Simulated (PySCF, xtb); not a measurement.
1-hydroxyboretane (C3H7BO), SMILES C1B(CC1)O.

Coordinates come from a PBE0-D3(BJ)/def2-SVP optimisation. The values are those of a single conformer.

These are PySCF 2.14.0 with C-PCM-ωB97X/def2-SVP values and carry that method's errors.

The values are the electrostatic part of the solvation free energy, E(continuum) − E(gas) at the gas-phase geometry, in a cavity of scaled van der Waals radii (PySCF's table); cavitation and dispersion terms are not included. In vacuum the orbital gap is 13.08 eV. The dipole moment in vacuum is 1.51 D.

**Question.** Estimate the values in water (ε = 78.36), acetone (ε = 20.49), cyclohexanone (ε = 15.62). (An estimate is asked for; the answer gives what the named calculation found.)

**Answer.** 
| solvent | ε | ΔG(elec) (kcal/mol) | dipole (D) | gap (eV) |
|---|---|---|---|---|
| water | 78.36 | -4.0 | 1.89 | 13.10 |
| acetone | 20.49 | -3.8 | 1.87 | 13.10 |
| cyclohexanone | 15.62 | -3.8 | 1.86 | 13.10 |

For comparison, GFN2-xTB/ALPB(water) (xtb, at the GFN2-xTB geometry, all terms of that model) gives -4.7 kcal/mol.
